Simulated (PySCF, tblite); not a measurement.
Isomers of C6H5FSi. Computed with GFN2-xTB (tblite): harmonic, unscaled wavenumbers at the GFN2-xTB geometry, gas phase. This tight-binding method is rough: wavenumbers can miss measured ones by several per cent, in bad cases by 10 to 20. Modes of hydrogen on silicon can be 10 to 20 % off. One conformer each.

Electronic energies: PBE0/pcSseg-1 single points on the GFN2-xTB geometries (PySCF, gas phase).

```json
{"SMILES": "C#C[C@@H]1[C@H](F)[Si@@H]1C#C", "electronic energy, lowest = 0 (kcal/mol)": "52.2"}
{"SMILES": "C#CC1=C[SiH2]C=C1F", "electronic energy, lowest = 0 (kcal/mol)": "1.6"}
{"SMILES": "C#C[C@@H]1[C@@H](F)[Si@H]1C#C", "electronic energy, lowest = 0 (kcal/mol)": "50.4"}
{"SMILES": "C#C/C=C(/C#C)[SiH2]F", "electronic energy, lowest = 0 (kcal/mol)": "0.0"}
```

Q: How do GFN2-xTB zero-point energies change the relative energies?

A: 
```
                       SMILES  ZPE (kcal/mol)  of it from modes above 1550 cm⁻¹  electronic (kcal/mol)  with ZPE, lowest = 0 (kcal/mol)  lowest mode (cm⁻¹)  rings
         C#C/C=C(/C#C)[SiH2]F            48.8                              29.4                    0.0                              0.0                   8      0
           C#CC1=C[SiH2]C=C1F            50.4                              28.0                    1.6                              3.3                 107      1
C#C[C@@H]1[C@@H](F)[Si@H]1C#C            50.4                              28.0                   50.4                             51.9                  62      1
C#C[C@@H]1[C@H](F)[Si@@H]1C#C            50.3                              28.0                   52.2                             53.8                  55      1
```

The zero-point energies span 1.6 kcal/mol, from `C#C/C=C(/C#C)[SiH2]F` to `C#CC1=C[SiH2]C=C1F`. The order is unchanged.

Q: And how do the electronic energies of GFN2-xTB itself compare?

A: `C#C/C=C(/C#C)[SiH2]F` 0.0; `C#CC1=C[SiH2]C=C1F` 15.3; `C#C[C@@H]1[C@@H](F)[Si@H]1C#C` 66.4; `C#C[C@@H]1[C@H](F)[Si@@H]1C#C` 68.6 kcal/mol, lowest = 0. Against the energies above, taken from the same isomer `C#C/C=C(/C#C)[SiH2]F`, the largest difference is 16.4 kcal/mol.

Q: What do entropy and thermal enthalpy add at 298.15 K and 1 bar (rigid rotor, harmonic oscillator, one conformer each)?

A: 
```tsv
SMILES	point group	symmetry number	S (cal/(mol K))	H − H(0) (kcal/mol)	ZPE + H − H(0) − TS (kcal/mol)
C#CC1=C[SiH2]C=C1F	Cs	1	88.7	5.88	29.8
C#C[C@@H]1[C@@H](F)[Si@H]1C#C	C1	1	96.1	6.68	28.4
C#C[C@@H]1[C@H](F)[Si@@H]1C#C	C1	1	96.2	6.68	28.3
```

Not tabulated: `C#C/C=C(/C#C)[SiH2]F` (lowest mode only 8 cm⁻¹).
